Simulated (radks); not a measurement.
The neodymium ion Nd2+ inside a hard spherical wall (all orbitals vanish at R), configuration held at [Xe] 4f4 and not refilled when levels cross. All-electron calculation, scalar-relativistic Kohn-Sham, LDA (Slater exchange, Perdew-Wang correlation), spin-polarised, spherical densities, finite nucleus; open shells are filled with parallel spins first (spin-orbit coupling, left out, can overturn this in heavy ions); Fermi nuclear charge, rms radius 4.9123 fm. Program: a radial shooting solver on a logarithmic mesh with Libxc functionals. Eigenvalues in eV for spin up, with the zero of energy where the potential of the charges vanishes at infinity; a dash marks a level that is unbound or too diffuse for the functional's potential to be trusted. A positive occupied level is held by the wall or, in an anion where self-interaction has pushed it up, behind a barrier. The pressure on the wall is -dE/dV.

| R (bohr) | E (hartree) | kinetic (hartree) | e(4d) | e(5s) | e(5p) | e(4f) | e(5d, empty) | e(6s, empty) | pressure (GPa) |
|---|---|---|---|---|---|---|---|---|---|
| free | -9616.0426 | 10230.880 | -130.44 | -54.311 | -35.678 | -15.719 | -13.957 | -13.517 | 0 |
| 20 | -9616.0426 | 10230.880 | -130.44 | -54.311 | -35.678 | -15.719 | -13.957 | -13.517 | < 0.0001 |
| 15 | -9616.0426 | 10230.880 | -130.44 | -54.311 | -35.678 | -15.719 | -13.957 | -13.517 | < 0.0001 |
| 12 | -9616.0426 | 10230.880 | -130.44 | -54.311 | -35.678 | -15.719 | -13.957 | -13.516 | < 0.0001 |
| 7 | -9616.0425 | 10230.882 | -130.43 | -54.304 | -35.672 | -15.709 | -13.917 | -13.290 | 0.00923 |
| 6 | -9616.0418 | 10230.889 | -130.38 | -54.274 | -35.644 | -15.668 | -13.782 | -12.690 | 0.105 |
| 4 | -9615.9680 | 10231.518 | -128.77 | -53.099 | -34.423 | -14.141 | -10.754 | -3.098 | 26.2 |
| 3.5 | -9615.7933 | 10232.744 | -126.51 | -51.401 | -32.506 | -11.993 | -7.185 | 6.816 | 115 |
